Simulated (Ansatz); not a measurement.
Si5Se5, relaxed as a singlet with RKS PBE-D4/def2-SVP in Ansatz, starting from the GFN2-xTB geometry. Force threshold 0.03 eV/Å.

Another isomer (singlet) lies 0.66 eV lower at PBE0-D4/def2-TZVP; other spin states weren't run for this one.

Start:

```xyz
10

Si   -2.196   -1.203    0.959
Si    1.546    3.837   -0.059
Si    0.603   -3.970    0.255
Si    3.799   -0.314    1.080
Si   -3.232    2.137   -1.543
Se    1.974   -2.333    0.736
Se   -0.460    3.284   -0.623
Se   -1.704   -3.045   -0.127
Se   -3.294   -0.008   -1.306
Se    2.964    1.614    0.628
```

| step | energy (eV) | largest force component (eV/Å) | SCF passes |
| --- | --- | --- | --- |
| 1 | -366017.4396 | 0.418 | 26 |
| 2 | -366017.7073 | 0.529 | 29 |
| 3 | -366018.0390 | 0.820 | 27 |
| 4 | -366018.3893 | 0.692 | 26 |
| 5 | -366018.6295 | 0.362 | 27 |
| 6 | -366018.7493 | 0.257 | 28 |
| 7 | -366018.8622 | 0.204 | 22 |
| 8 | -366018.9889 | 0.220 | 27 |
| 9 | -366019.1148 | 0.231 | 27 |
| 10 | -366019.2163 | 0.294 | 27 |
| 11 | -366019.3147 | 0.330 | 28 |
| 13 | -366019.5626 | 0.550 | 28 |
| 15 | -366019.9294 | 0.518 | 22 |
| 17 | -366020.3278 | 0.481 | 22 |
| 19 | -366020.6958 | 0.315 | 27 |
| 21 | -366020.8554 | 0.488 | 27 |
| 23 | -366020.9184 | 0.131 | 22 |
| 25 | -366020.9393 | 0.090 | 22 |
| 27 | -366020.9777 | 0.190 | 23 |
| 29 | -366021.1027 | 0.346 | 28 |
| 31 | -366021.3974 | 0.403 | 30 |
| 33 | -366021.7183 | 0.441 | 28 |
| 35 (rejected) | -366021.8128 | 0.651 | 27 |
| 37 | -366021.9070 | 0.208 | 23 |
| 39 | -366021.9178 | 0.022 | 23 |

Force components are those of the run's own axes.

End:

| atom | x (Å) | y (Å) | z (Å) |
| --- | --- | --- | --- |
| Si1 | -0.670 | -0.367 | -0.004 |
| Si2 | 1.470 | 2.229 | -0.087 |
| Si3 | 0.959 | -3.183 | 0.752 |
| Si4 | 2.622 | 0.124 | 0.495 |
| Si5 | -2.147 | 2.506 | -0.839 |
| Se6 | 0.944 | -1.015 | 1.839 |
| Se7 | -0.682 | 1.953 | 1.014 |
| Se8 | -0.960 | -2.719 | -0.408 |
| Se9 | -2.613 | 0.303 | -1.250 |
| Se10 | 1.077 | 0.170 | -1.513 |

Bonds formed: Si1–Se6, Si1–Se7, Si1–Se10, Si2–Si4, Si5–Se7 (atoms count from 1).

No frequencies were taken in this run, so the end may be a saddle point.

Run time 4 min (6 threads of Intel Xeon on a shared host), peak host memory 0.7 GiB.
